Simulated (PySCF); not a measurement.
**Exact mass, isotope pattern and composition**

Species: [C4H10FSi]+.

All values are calculated from tables of isotopes.

**Question.** What are the average molar mass and the monoisotopic mass?

**Answer.** For [C4H10FSi]+, with standard atomic weights, 4 × 12.011 + 1 × 28.085 + 1 × 18.998 + 10 × 1.008 = 105.207 g/mol. From the most abundant isotopes (12C, 28Si, 19F, 1H), 4 × 12.000000 + 1 × 27.976927 + 1 × 18.998403 + 10 × 1.007825 = 105.0536 u for neutral atoms; the ion's mass is 105.0530 u once 1 electron mass (0.000549 u) is taken off.

**Question.** Give the isotope pattern of the ion itself, merging species of the same nominal mass.

**Answer.** 
```json
{"nominal mass": "105", "m/z (centroid)": "105.0530", "relative intensity": "100.0"}
{"nominal mass": "106", "m/z (centroid)": "106.0544", "relative intensity": "9.5"}
{"nominal mass": "107", "m/z (centroid)": "107.0505", "relative intensity": "3.6"}
{"nominal mass": "108", "m/z (centroid)": "108.0535", "relative intensity": "0.2"}
```

Cut off at 0.1 %. Abundances used (%; other tables differ somewhat): 12C 98.93, 13C 1.07; 28Si 92.2297, 29Si 4.6832, 30Si 3.0872; 1H 99.9885, 2H 0.0115.

**Question.** What is the composition by mass?

**Answer.** C 45.67 %, Si 26.69 %, F 18.06 %, H 9.58 %.

**Question.** What share of all these ions is the monoisotopic species?

**Answer.** 0.9893^4 × 0.922297 × 1 × 0.999885^10 = 88.24 %.

**Question.** Resolve the fine structure: one atom at a time replaced by a minor isotope.

**Answer.** Intensity in % of the monoisotopic species:

```json
{"isotope": "29Si", "mass shift (u)": "+0.99957", "m/z": "106.0526", "intensity (%)": "5.08"}
{"isotope": "13C", "mass shift (u)": "+1.00335", "m/z": "106.0564", "intensity (%)": "4.33"}
{"isotope": "2H", "mass shift (u)": "+1.00628", "m/z": "106.0593", "intensity (%)": "0.12"}
{"isotope": "30Si", "mass shift (u)": "+1.99684", "m/z": "107.0499", "intensity (%)": "3.35"}
```

Species under 0.02 % are left out.
